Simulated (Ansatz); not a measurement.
Ideal-gas functions of H3SeSn (`[SeH][SnH2]`) radical at 800 K and 1 bar, from an Ansatz frequency run at PBE0-D4/def2-TZVP.

Molar mass 200.7 g/mol, point group C1 (symmetry number 1), electronic degeneracy 2, moments of inertia 7.655, 314.725, 319.25 u Å². Harmonic wavenumbers (cm⁻¹, unscaled): 190, 239, 418, 502, 635, 678, 1822, 1872, 2445.

Use S(trans) = R[1.5 ln M + 2.5 ln T − 1.1517]; rotational temperatures θ = 24.2544 K / I; S(rot) = R[ln(√π/σ · √(T³/θAθBθC)) + 1.5]; for each mode x = 1.438777 ν̃/T, S = R[x/(eˣ − 1) − ln(1 − e⁻ˣ)] and H = RT x/(eˣ − 1); 1 cm⁻¹ = 0.0119627 kJ/mol; R = 8.31446 J/(mol·K).

Question: By hand: the entropy, in J/(mol·K).

Answer: Translation 195.5. Rotation: θ = 3.1684, 0.0771, 0.076 K, giving 117.2. Vibration, mode by mode: 17.28, 15.40, 10.88, 9.44, 7.65, 7.16, 1.39, 1.29, 0.56, in all 71.1. Electronic 5.8. Sum 389.6 J/(mol·K).

Question: By hand: H − E and G − E in kJ/mol, counted from the electronic energy.

Answer: Zero-point energy ½ × 8801 × 0.0119627 = 52.6; thermal vibration 28.4; translation, rotation and pV give 4 RT = 26.6. H − E = 107.6 kJ/mol, and G − E = 107.6 − 800 × 389.6/1000 = -204.1 kJ/mol.

Vibration gives 18 % of the entropy. The sum counts one conformer and one mirror image; others add a mixing term.
